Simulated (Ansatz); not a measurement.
Gas-phase electronic energies from Ansatz, PBE0-D4/def2-TZVP geometries. CCSD(T)/CBS is the MP2 limit (def2-TZVPP, def2-QZVPP) plus CCSD(T) − MP2 in def2-TZVPP, frozen cores. Functionals use def2-TZVPP. Elements past krypton have def2 core potentials. For Te, Zn outer-core shells are correlated without core-valence functions, which leaves a few kJ/mol of doubt a bond. Scalar relativity is left out up to krypton. One conformer a species, not always the lowest.

`[NH2][Zn][CH2][TeH]` + `[SiH3]C(Cl)Cl` → `[SiH3]C(Cl)(Cl)[TeH]` + `[CH3][Zn][NH2]`  (formal exchange of groups at a Te–C bond)

```json
{"level": "BHLYP-D4", "ΔE (kJ/mol)": "10.7"}
{"level": "r2SCAN", "ΔE (kJ/mol)": "8.0"}
{"level": "MP2/def2-SVP", "ΔE (kJ/mol)": "5.2"}
{"level": "MP2/def2-TZVPP", "ΔE (kJ/mol)": "0.7"}
```

**Question.** What does CCSD(T)/CBS give? (Best estimate.)

**Answer.** Ansatz gave: +5.9 kJ/mol. The listed levels differ from it by 4.8, 2.1, -0.7, -5.2 kJ/mol.

Largest T1 diagnostic among the species: 0.014.

From r2SCAN to r2SCAN0 (25 % exact exchange), in def2-TZVPP and without D4, ΔE moves by +5.3 kJ/mol. In def2-TZVPP, CCSD(T) changes the Hartree–Fock value by −25.7 kJ/mol (the triples alone add −4.8 kJ/mol) and MP2 by −34.8 kJ/mol.

CCSD(T)/CBS has its own doubt, a few kJ/mol and more with outer-core shells, so smaller differences from it don't rank the levels.
